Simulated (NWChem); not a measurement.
System: C4H7N; SMILES CC#CCN

Here is an NWChem input.

```
start job
memory heap 200 mb stack 900 mb global 1100 mb
geometry units angstroms noautosym nocenter noautoz
  C      2.613048     0.320073     0.031196
  C      1.184703     0.042515     0.167381
  C      0.002072    -0.187729     0.288190
  C     -1.446852    -0.438409     0.382162
  N     -2.270761     0.153223    -0.685960
  H      2.787321     1.230321    -0.556216
  H      3.085395     0.464589     1.010671
  H      3.137381    -0.502818    -0.470589
  H     -1.634444    -1.519937     0.387151
  H     -1.826359    -0.062643     1.341307
  H     -1.936062    -0.190673    -1.585613
  H     -2.107218     1.159481    -0.704207
end
basis spherical
  * library 6-31g*
end
dft
  xc b3lyp
  iterations 150
end
cosmo
  do_cosmo_smd true
  solvent toluene
end
task dft energy
```

Structure relaxed at the B3LYP/6-31G* (spherical d) level. Solvent: toluene.

Level: B3LYP/6-31G* with SMD (1 M gas to 1 M solution), gas-phase geometry.

### Question
Predict the main results of this run. (B3LYP/6-31G* (spherical d), SMD on the gas-phase geometry.) Quantities: solvation free energy (kcal/mol); cavity-dispersion-structure term (kcal/mol); dipole in solution (D).

### Answer
```json
{
 "solvation free energy (kcal/mol)": "-5.0",
 "cavity-dispersion-structure term (kcal/mol)": "-1.0",
 "dipole in solution (D)": "1.91"
}
```
